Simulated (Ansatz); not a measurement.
## Reading a saddle point

A first-order saddle point of BSiH₄F₃, closed shell, PBE0-D4/def2-TZVP, with one imaginary mode of 1095i cm⁻¹:

B1  (-0.558, -0.908, 0.270)
Si2  (0.270, 1.048, -0.362)
F3  (-1.039, -1.557, -0.786)
F4  (-1.325, -0.751, 1.344)
H5  (0.920, -0.642, 0.369)
F6  (0.807, -1.679, 0.746)
H7  (-1.079, 1.558, -0.713)
H8  (0.869, 1.894, 0.700)
H9  (1.136, 1.038, -1.567)
(Å)

Computed with Ansatz 0.2.0 (basis: def2-TZVPP and def2-QZVPP); correlated methods freeze the cores. Extrapolation: Hartree–Fock as exp(−7.88 √X), correlation as X^−2.97.

Problem. Which contacts change along the imaginary mode, and what lies on either side? (A judgement: the text doesn't fix the answer.)

Solution. The calculation gives: The step is BSiH₃F₂ ([F][B]([F])[SiH3]) + HF → BF₃ ([F][B]([F])[F]) + SiH₄, with the molecules in contact on both sides. Shortening one way: B1–F6, Si2–H5; lengthening the same way: B1–Si2, H5–F6.
| pair | one side (Å) | saddle (Å) | other side (Å) |
| --- | --- | --- | --- |
| B1–F6 | 2.67 | 1.64 | 1.31 |
| Si2–H5 | 3.82 | 1.95 | 1.49 |
| B1–Si2 | 2.03 | 2.22 | 3.67 |
| H5–F6 | 0.92 | 1.11 | 2.88 |

Problem. Which side is lower, and how far does the saddle lie above each? (To be estimated.)

Solution. Computed: The side with B1–F6, Si2–H5 short is lower by 151.1 kJ/mol; the saddle lies 275.9 kJ/mol above it and 124.8 kJ/mol above the other (CCSD(T) at an estimated basis limit (MP2 extrapolated from triple and quadruple zeta, plus CCSD(T) − MP2 in triple zeta); electronic energies).

The T1 diagnostic stays at or below 0.014.

Steps of this kind, hydrogen fluoride cutting a network bond, underlie vapour etching and the fluorination step of atomic layer etching.

Labels in which every atom is bracketed show which atoms are joined, not bond orders.

For scale, one of the runs: CCSD(T)/def2-TZVPP, 222 basis functions, launched by `ansatz run in.yaml --threads 4 --pin off --events-out ev --progress --plain --max-ram 9574MiB`. The run took 110 s on 4 CPU threads of an Arm Neoverse V1 (shared host), with 3.7 GiB of host memory at its peak.
